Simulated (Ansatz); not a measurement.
C₃H₁₀AlFO (`C[OH+][Al-]([CH3])([CH3])[F]`). Total charge 0; spin multiplicity 1.

```xyz
16

C     0.2165    0.2604    2.1493
O     0.7638    0.7478    0.9223
Al    0.3769    0.0084   -0.8869
C    -0.2186   -1.8226   -0.5102
C    -0.8199    1.3124   -1.7147
F     2.0229    0.1706   -1.2403
H    -0.8657    0.3004    2.0477
H     0.5251   -0.7699    2.3326
H     0.5264    0.9066    2.9709
H     1.7287    0.7758    0.9487
H    -1.1675   -1.8553    0.0369
H     0.5134   -2.4021    0.0621
H    -0.3867   -2.3705   -1.4437
H    -1.7802    1.3772   -1.1915
H    -0.3869    2.3171   -1.7316
H    -1.0482    1.0440   -2.7516
```

Q: What are the harmonic wavenumbers in cm⁻¹ at PBE0-D4/def2-TZVP (Ansatz, finite differences of forces, unscaled)? (Estimate.)

A: Computed: 48, 88, 106, 114, 116, 149, 158, 203, 220, 246, 375, 540, 561, 594, 605, 675, 697, 710, 796, 1066, 1102, 1183, 1221, 1222, 1360, 1440, 1445, 1448, 1452, 1478, 1492, 1501, 3026, 3030, 3068, 3100, 3103, 3105, 3115, 3152, 3180, 3805.

Q: Is this a minimum?

A: Yes, all 42 modes are real.

Q: Give the ideal-gas thermochemistry at 298.15 K and 1 bar (rigid rotor, harmonic oscillator; point group C1, symmetry number 1).

A: Zero-point energy 335.5 kJ/mol; H(298) − E = 367.0 kJ/mol; entropy 426.3 J/(mol·K), of which translation 167.3, rotation 116.9, vibration 142.1; G(298) − E = 239.9 kJ/mol. Modes under 100 cm⁻¹ are hindered rotations or soft bends, so the harmonic entropy is rough.
